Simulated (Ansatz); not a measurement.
C2H7GaSi, SMILES `[SiH3][CH]1[CH2][GaH]1`. The species carries charge 0 and has multiplicity 1. Correlated methods include outer-core shells of Ga, which these sets cover unevenly. Scalar relativity is left out up to krypton.

```xyz
11

Si   -0.820   -1.103    0.014
C    -0.375    0.641    0.433
C     0.911    0.897    0.827
Ga    1.310    0.381   -1.461
H    -0.798   -2.001    1.202
H     0.381   -1.562   -0.813
H    -2.097   -1.260   -0.717
H    -1.042    1.466    0.209
H     1.551    0.109    1.210
H     1.270    1.908    1.002
H    -0.291    0.524   -1.904
```

Q: Give the diagnostics of a CCSD(T)/def2-TZVPP run (frozen core, Ansatz). (Best estimate.)

A: Ansatz gave: T1 = 0.0167, largest single amplitude 0.054, largest double 0.064, (T) share of the correlation energy 4.5 %, 11 CCSD cycles. The RHF solution is stable towards an unrestricted one. T1 lies under the customary mark of 0.02 for closed shells.
